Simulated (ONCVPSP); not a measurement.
**LDA (Perdew-Zunger) ONCV dataset for cerium (Ce), scalar-relativistic all-electron reference.**

ONCVPSP 4.0.1 input, shortened (lines: element, Z, core and valence counts, functional; n l f; lmax; l rc ep ncon nbas qcut; lloc lpopt rc5 dvloc0; l nproj debl; icmod fcfact rcfact), LDA (Perdew-Zunger), scalar-relativistic:

```
  Ce 58.00    9    5        3      upf
    1    0    2.00
    2    0    2.00
    2    1    6.00
    3    0    2.00
    3    1    6.00
    3    2   10.00
    4    0    2.00
    4    1    6.00
    4    2   10.00
    4    3    1.00
    5    0    2.00
    5    1    6.00
    5    2    1.00
    6    0    2.00
    3
    0    2.75    0.00    4    9    5.80
    1    1.70    0.00    4    8    5.30
    2    3.00    0.00    5   10    6.40
    3    1.05    0.00    5    9   17.50
    4    5    0.90    4.00
    0    2    0.90
    1    2    2.20
    2    2    3.40
    3    2    0.50
    1    0.60    0.00
```

Calculated quality:

| Quantity | Value |
| --- | --- |
| Cutoffs needed | 122 Ha and 136 Ha (the cutoffs (Ha) at which the residual kinetic energy of the hardest occupied pseudo-wave falls to 1 and 0.1 mHa per electron) |
| Ghost test | ghosts flagged at negative energy: s at -255.0 eV; GHOST(+) flagged for p at 6.7 eV, d at 141.2 eV; a true bound ghost makes a file unfit for plane-wave use |
| Largest excitation error | -482 meV (all-electron minus pseudo) for 4f0 5s2 5p6 5d2 6s1, out of 4 test configurations |
| rms error of d²Exc/dni dnj | 16.00 mHa without and 1.52 mHa with the model core |

Generation and tests took about 7 s on one core of a shared server CPU.
